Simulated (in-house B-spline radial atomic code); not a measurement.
Ionising the cadmium ion Cd²⁺ with different functionals

Computed with a radial B-spline atomic code at the basis-set limit: non-relativistic Hamiltonian, point nucleus, spin-polarised at highest spin, spherical fractional occupations for the functionals, and exact exchange of hybrids averaged over the configuration. The ionisation energy is the difference of two self-consistent energies, [Kr] 4d10 → [Kr] 4d9, without Breit or QED terms; ε is the level of the shell that loses the electron (its least bound occupied spin orbital). There is no spin-orbit coupling in this Hamiltonian.

| method | rung | ΔSCF (eV) | -ε(4d) (eV) |
| --- | --- | --- | --- |
| PBE0 | global hybrid | 38.20 | 33.08 |
| B3LYP | global hybrid | 38.29 | 32.72 |
| TPSSh | global hybrid | ? | ? |
| M06-2X | global hybrid | ? | ? |
| BHandHLYP | global hybrid | 38.00 | 35.23 |
| r2SCAN0 | global hybrid | 38.42 | 33.35 |
| B97-1 | global hybrid | 38.14 | 32.63 |
| HSE06 | range-separated hybrid | 38.19 | 32.66 |
| wB97X | range-separated hybrid | 37.99 | 35.51 |
| CAM-B3LYP | range-separated hybrid | 38.23 | 34.62 |
| LC-wPBE | range-separated hybrid | 38.12 | 35.83 |

Task: What does TPSSh give?

Result: ΔSCF 38.19 eV, and -ε(4d) = 31.69 eV.

Task: What does M06-2X give?

Result: ΔSCF 37.93 eV, and -ε(4d) = 35.49 eV.

Task: Among the functionals, which spreads more, the ΔSCF values or the orbital energies?

Result: The orbital energies: ΔSCF values span about 0.49 eV and the orbital energies 4.14 eV; here energy differences depend much less on the functional than eigenvalues do.

Task: How do they compare with the NIST value?

Result: NIST lists 37.47 eV ± 0.006 (measured, ground level to ground level). Errors run from +0.46 to +0.95 eV; M06-2X is closest (+0.46 eV), but part of that can be cancellation, since the calculations leave out relativity, Breit-QED terms, multiplet and fine-structure energies.
